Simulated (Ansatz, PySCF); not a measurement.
Pair of molecules: HF (SMILES F) (first 2 atoms) with CH3Br (SMILES CBr); geometry from B3LYP-D3(BJ)/def2-TZVP, rigid monomers moved along the line of their centres of mass till H2···Br4 is 4.25 Å.
(charge 0, multiplicity 1):
```xyz
7

F     -0.0394    -0.1485     0.6416
H     -0.0625    -0.6487     1.4319
C     -0.3394     0.7840     5.7048
Br    -0.2612    -1.1796     5.6390
H     -1.2779     1.0501     6.1771
H     -0.2896     1.1372     4.6813
H      0.5113     1.1176     6.2875
```

Counterpoise-corrected where a basis set is named; no monomer relaxation.

Correlated levels freeze the cores. Filled d and f shells under p-block atoms count as core. CBS: X⁻³ extrapolation of the correlation energy, Hartree–Fock from the larger set.

Codes used: Ansatz (a program for electronic structure) with Gaussian orbitals; PySCF for the dispersion terms. Values without a source in brackets are computed.

PBE/def2-TZVPPD gives -32.6 meV for the interaction energy.

Task: How do the other levels lie against it? Give each less PBE: PBE-D3(BJ)/def2-TZVPPD, r2SCAN/def2-TZVPPD, B3LYP/def2-TZVPPD, wB97M-V/def2-TZVPPD, MP2/CBS(aug-cc-pVDZ, aug-cc-pVTZ), CCSD(T)/CBS(aug-cc-pVDZ, aug-cc-pVTZ).

Result: PBE-D3(BJ)/def2-TZVPPD -6.0; r2SCAN/def2-TZVPPD 0.4; B3LYP/def2-TZVPPD 5.3; wB97M-V/def2-TZVPPD -2.5; MP2/CBS(aug-cc-pVDZ, aug-cc-pVTZ) -2.2; CCSD(T)/CBS(aug-cc-pVDZ, aug-cc-pVTZ) -2.3 meV. 2 of 6 lie above PBE; the widest gap is to PBE-D3(BJ)/def2-TZVPPD.
